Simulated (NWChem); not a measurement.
System: SiAsH4, doublet; SMILES [SiH3][AsH]

The following NWChem deck was run.

```
start job
memory heap 200 mb stack 900 mb global 1100 mb
geometry units angstroms noautoz
  Si     0.027158     1.527828     0.003364
  As     0.045566    -0.853782     0.010769
  H     -0.710991     2.066523     1.202551
  H      1.442876     2.035062     0.039560
  H     -0.644341     2.056976    -1.238666
  H     -1.501101    -0.855482    -0.016447
end
basis spherical
  Si library def2-svp
  As library def2-svp
  H library def2-svp
end
dft
  odft
  mult 2
  xc xpbe96 cpbe96
  grid xcoarse
  iterations 150
  mulliken
end
task dft gradient
```

Output (shortened):

```
             Northwest Computational Chemistry Package (NWChem) 7.3.0
             --------------------------------------------------------

 C1  symmetry detected

                             Geometry "geometry" -> ""
                             -------------------------

 Output coordinates in angstroms (scale by  1.889725989 to convert to a.u.)

  No.       Tag          Charge          X              Y              Z
 ---- ---------------- ---------- -------------- -------------- --------------
    1 Si                  14.0000     0.01680927     1.55690790     0.00006901
    2 As                  33.0000     0.03694870    -0.82469960     0.00003201
    3 H                    1.0000    -0.70065453     2.09149433     1.21356345
    4 H                    1.0000     1.43260128     2.06505954     0.01306282
    5 H                    1.0000    -0.67662734     2.08926363    -1.22846266
    6 H                    1.0000    -1.50995623    -0.82744141    -0.00018613

 Effective nuclear repulsion energy (a.u.)     148.6204979160

  pbe96 is a nonlocal functional; adding pw91lda local functional.

                                 NWChem DFT Module
                                 -----------------

 Summary of "ao basis" -> "ao basis" (spherical)
 ------------------------------------------------------------------------------
       Tag                 Description            Shells   Functions and Types
 ---------------- ------------------------------  ------  ---------------------
 Si                         def2-svp                 8       18   4s3p1d
 As                         def2-svp                12       32   5s4p3d
 H                          def2-svp                 3        5   2s1p

            General Information
            -------------------
          SCF calculation type: DFT
          Wavefunction type:  spin polarized.
          No. of atoms     :     6
          No. of electrons :    51
           Alpha electrons :    26
            Beta electrons :    25
          Charge           :     0
          Spin multiplicity:     2
          Use of symmetry is: off; symmetry adaption is: off
          Maximum number of iterations: 150
          AO basis - number of functions:    70
                     number of shells:    32
          Convergence on energy requested:  1.00D-06
          Convergence on density requested:  1.00D-05
          Convergence on gradient requested:  5.00D-04

              XC Information
              --------------
          PerdewBurkeErnzerhof Exchange Functional  1.000
            Perdew 1991 LDA Correlation Functional  1.000 local
           PerdewBurkeErnz. Correlation Functional  1.000 non-local

             Grid Information
             ----------------
          Grid used for XC integration:  xcoarse
          Radial quadrature: Mura-Knowles
          Angular quadrature: Lebedev.
          Tag              B.-S. Rad. Rad. Pts. Rad. Cut. Ang. Pts.
          ---              ---------- --------- --------- ---------
          Si                  1.10       42           8.0       194
          As                  1.15       75           8.0       194
          H                   0.35       21          10.0       194
          Grid pruning is: on
          Number of quadrature shells:   201
          Spatial weights used:  Erf1

      Superposition of Atomic Density Guess
      -------------------------------------

 Sum of atomic energies:       -2524.59528713

      Non-variational initial energy
      ------------------------------

 Total energy =   -2524.930100
 1-e energy   =   -3812.981504
 2-e energy   =    1139.430906
 HOMO         =      -0.180489
 LUMO         =       0.076964

     ---------------------------------------------
      Total Density - Mulliken Population Analysis
     ---------------------------------------------

    Atom       Charge   Shell Charges
 -----------   ------   -------------------------------------------------------
    1 Si  14    13.74   2.00  1.99  1.02  0.30  5.94  1.11  1.27  0.11
    2 As  33    33.07   2.00  2.00  2.00  1.33  0.55  6.00  5.98  1.35  1.83  8.18  1.77  0.09
    3 H    1     1.06   0.68  0.37  0.01
    4 H    1     1.08   0.70  0.37  0.01
    5 H    1     1.06   0.68  0.37  0.01
    6 H    1     0.99   0.63  0.34  0.01

     --------------------------------------------
      Spin Density - Mulliken Population Analysis
     --------------------------------------------

    Atom       Charge   Shell Charges
 -----------   ------   -------------------------------------------------------
    1 Si  14     0.02   0.00  0.00  0.00  0.00  0.00  0.00  0.01  0.02
    2 As  33     0.92   0.00  0.00 -0.00 -0.00  0.00  0.00  0.00  0.33  0.59  0.00 -0.00  0.00
    3 H    1     0.03   0.02  0.01  0.00
    4 H    1     0.00   0.00  0.00 -0.00
    5 H    1     0.03   0.02  0.01  0.00
    6 H    1     0.00   0.00  0.00  0.00

[...]

                         DFT ENERGY GRADIENTS

    atom               coordinates                        gradient
                 x          y          z           x          y          z
   1 Si      0.031765   2.942129   0.000130   -0.000110   0.002928   0.000031
   2 As      0.069823  -1.558456   0.000060   -0.010940   0.000305  -0.000035
   3 H      -1.324045   3.952351   2.293302    0.001388  -0.001077  -0.002377
   4 H       2.707224   3.902397   0.024685   -0.002667  -0.001053  -0.000012
   5 H      -1.278640   3.948136  -2.321458    0.001348  -0.001090   0.002372
   6 H      -2.853404  -1.563638  -0.000352    0.010981  -0.000014   0.000021
```

Level: PBE/def2-SVP, spin-unrestricted. Coordinates come from a PBE-D3(BJ)/def2-SVP, spin-unrestricted optimisation. No stability test was run on the SCF state.
